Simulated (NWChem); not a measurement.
System: C₄H₇Cl; SMILES CC1(Cl)CC1

Results from NWChem. Medium grid unless said otherwise, to which SCAN and Minnesota functionals are sensitive. All runs use the structure optimised with PBE0/def2-SVP. Not confirmed as a minimum by frequencies. Total energies of different functionals are on different scales.

```json
[
 {"level": "B3LYP/def2-SVP", "energy (Ha)": "-616.5660", "highest occupied level (eV)": "-7.22", "orbital gap (eV)": "8.16", "dipole (D)": "1.73"},
 {"level": "PBE/def2-SVP", "energy (Ha)": "-616.1452", "highest occupied level (eV)": "-6.13", "orbital gap (eV)": "6.19", "dipole (D)": "1.70"},
 {"level": "revPBE/def2-SVP", "energy (Ha)": "-616.4211", "highest occupied level (eV)": "-6.11", "orbital gap (eV)": "6.22", "dipole (D)": "1.73"},
 {"level": "LRC-wPBEh/def2-SVP", "energy (Ha)": "-616.2538", "highest occupied level (eV)": "-9.39", "orbital gap (eV)": "12.27", "dipole (D)": "1.86"},
 {"level": "BLYP/def2-SVP", "energy (Ha)": "-616.4431", "highest occupied level (eV)": "-5.95", "orbital gap (eV)": "6.18", "dipole (D)": "1.61"},
 {"level": "Hartree-Fock/def2-SVP", "energy (Ha)": "-614.7573", "highest occupied level (eV)": "-10.66", "orbital gap (eV)": "15.48", "dipole (D)": "2.05"},
 {"level": "M05-2X/def2-SVP", "energy (Ha)": "-616.5131", "highest occupied level (eV)": "-8.83", "orbital gap (eV)": "11.22", "dipole (D)": "1.85"},
 {"level": "PW91/def2-SVP", "energy (Ha)": "-616.4647", "highest occupied level (eV)": "-6.18", "orbital gap (eV)": "6.19", "dipole (D)": "1.70"},
 {"level": "B97-2/def2-SVP", "energy (Ha)": "-616.5411", "highest occupied level (eV)": "…", "orbital gap (eV)": "…", "dipole (D)": "1.86"},
 {"level": "N12/def2-SVP", "energy (Ha)": "-616.5211", "highest occupied level (eV)": "-6.01", "orbital gap (eV)": "6.23", "dipole (D)": "1.76"}
]
```

**Question.** What belongs in the gaps?

**Answer.** 
- B97-2/def2-SVP, highest occupied level (eV): -7.28
- B97-2/def2-SVP, orbital gap (eV): 8.33
